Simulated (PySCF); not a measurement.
F2Ge, triplet, at a GFN2-xTB geometry (the spin is typed, not shown lowest). Base run: B3LYP/6-311G** (PySCF).

Input for PySCF:
```python
from pyscf import gto, scf, dft

mol = gto.Mole()
mol.atom = '''
    Ge    0.01078596   -0.00766682    0.33769324
    F     0.83389596    1.52835128   -0.59320123
    F    -0.87224604   -1.50109147   -0.60748585
'''
mol.basis = '6-311g**'
mol.spin = 2
mol.verbose = 4
mol.build()

mf = dft.UKS(mol)
mf.xc = 'b3lyp'
mf.kernel()
mf.analyze()
```

The base run was repeated with changes; each row names its change, and settings that it needs were set with it.

```
change                                                                                       basis functions       E (Eh)  HOMO (eV)  dipole (D)
-------------------------------------------------------------------------------------------  ---------------  -----------  ---------  ----------
base                                                                                                      80  -2276.67277      -5.60        2.30
basis = cc-pVDZ-DK; relativity = none                                                                     55  -2264.76949      -5.45        2.12
basis = x2c-TZVPall; relativity = spin-free X2C; nucleus = Gaussian (with mol.nucmod = 'G')              110  -2298.71926      -5.65        2.26
basis = cc-pVTZ-DK; relativity = spin-free X2C                                                           103  -2298.72689      -5.58        2.20
basis = cc-pVTZ-DK; relativity = none                                                                    103  -2263.72964      -5.71        2.25
basis = cc-pVDZ-DK; relativity = spin-free X2C                                                            55  -2298.55045      -5.35        2.07
basis = x2c-TZVPall; relativity = none                                                                   110  -2267.23602      -5.78        2.31
basis = cc-pVDZ-DK; relativity = spin-free X2C; nucleus = Gaussian (with mol.nucmod = 'G')                55  -2298.53879      -5.35        2.07
basis = cc-pVTZ-DK; relativity = spin-free X2C; nucleus = Gaussian (with mol.nucmod = 'G')               103  -2298.71376      -5.58        2.20
basis = x2c-TZVPall; relativity = spin-free X2C                                                          110  -2298.73055      -5.65        2.26
```

Totals shift with the method and basis; they matter in differences.

Open shells are given as the SCF converged; they aren't shown to be the lowest states, and a large step between rows can be another state.

Basis sets contracted for a relativistic Hamiltonian are a mismatch without it, so the rows without relativity aren't non-relativistic limits. No row has spin-orbit coupling; sets with core potentials leave out the core electrons.
